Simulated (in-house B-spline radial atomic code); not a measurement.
The numbers below are computed, except where a source is named.
**Weak and strong correlation along the adiabatic connection**

Two-electron singlets in several external potentials (atomic units), by full CI in B-splines with partial waves to l = 8 (correlation energies up to 0.6 % small). The repulsion is scaled by λ at fixed density; W(λ) is the mean repulsion less the Hartree energy, W(0) = E_x, and the area under W from 0 to 1 is E_xc.

Relative drop (W(λ) − E_x)/E_x:

```
                            system  λ = 0.12  λ = 0.25  λ = 0.4  λ = 0.6  λ = 0.8   λ = 1
 ω²r²/2 − Z/r, ω = 0.458, Z = -0.5    0.0282    0.0548   0.0813   0.1107   0.1350  0.1552
−Z exp(−kr)/r, Z = 1.46, k = 0.168    0.0177    0.0353   0.0538   0.0758   0.0953  0.1125
−Z exp(−kr)/r, Z = 3.73, k = 0.926    0.0057    0.0118   0.0185   0.0271   0.0354  0.0433
−V exp(−r²/w²), V = 1.14, w = 10.2    0.0440    0.0820   0.1165   0.1515   0.1780  0.1988
 ω²r²/2 − Z/r, ω = 0.0989, Z = 0.5    0.0351    0.0666   0.0965   0.1286   0.1542  0.1751
−Z/r, Z = 0.765, wall at 1.86 bohr    0.0117    0.0237   0.0366   0.0525   0.0670  0.0803
  −Z exp(−kr)/r, Z = 8.4, k = 3.08    0.0025    0.0052   0.0083   0.0123   0.0163  0.0202
```

(1) Order the systems by how far second-order (GL2) theory, half the initial slope (estimated from the first points of each curve), overshoots the correlation energy, least first.
A. −Z exp(−kr)/r, Z = 1.46, k = 0.168
B. −Z/r, Z = 0.765, wall at 1.86 bohr
C. ω²r²/2 − Z/r, ω = 0.458, Z = -0.5
D. −Z exp(−kr)/r, Z = 3.73, k = 0.926
E. −Z exp(−kr)/r, Z = 8.4, k = 3.08
F. −V exp(−r²/w²), V = 1.14, w = 10.2
G. ω²r²/2 − Z/r, ω = 0.0989, Z = 0.5

(2) What else changes along this order?

Answers

(1) E (GL2/E_c = 1.03), D (GL2/E_c = 1.08), B (GL2/E_c = 1.16), A (GL2/E_c = 1.24), C (GL2/E_c = 1.39), G (GL2/E_c = 1.52), F (GL2/E_c = 1.66).

(2) The ratio follows the bend of the curve. With it the leading natural occupation goes from 1.999 to 1.857 and −T_c/E_c from 0.97 to 0.61 between the first and the last.
